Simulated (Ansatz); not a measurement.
Start from `C[O][SnH2][S]C` and change one atom or group to get `C[NH][SnH2][O]C`.

Ansatz, PBE0-D4/def2-TZVP geometries, multiplicity 1. Each molecule was computed in one conformer, which needn't be the lowest.

Elements past krypton have def2 core potentials.

```tsv
property	`C[O][SnH2][S]C`
HOMO energy (B3LYP/def2-TZVPP) / eV	-6.68
LUMO energy (ωB97M-V/def2-TZVPP) / eV	1.24
HOMO energy (ωB97M-V/def2-TZVPP) / eV	-9.12
HOMO–LUMO gap (ωB97M-V/def2-TZVPP) / eV	10.36
HOMO energy (PBE0/def2-TZVPP) / eV	-6.92
LUMO energy (PBE0/def2-TZVPP) / eV	-0.44
```

Q: Give the same properties after the change, and the shifts. (An estimate is asked.)

A: Computed: 
```
                               property  `C[NH][SnH2][O]C`  shift
    HOMO energy (B3LYP/def2-TZVPP) / eV              -6.43   0.25
  LUMO energy (ωB97M-V/def2-TZVPP) / eV               1.35   0.11
  HOMO energy (ωB97M-V/def2-TZVPP) / eV              -8.99   0.13
HOMO–LUMO gap (ωB97M-V/def2-TZVPP) / eV              10.34  -0.02
     HOMO energy (PBE0/def2-TZVPP) / eV              -6.65   0.27
     LUMO energy (PBE0/def2-TZVPP) / eV              -0.01   0.43
```

With PBE0 the HOMO rises by 0.27 eV and the LUMO rises by 0.43 eV, so the gap widens by about 0.16 eV. PBE moves the HOMO by 0.42 eV and ωB97M-V by 0.13 eV.

B3LYP here is the variant with VWN-RPA as its local correlation; programs differ in this.
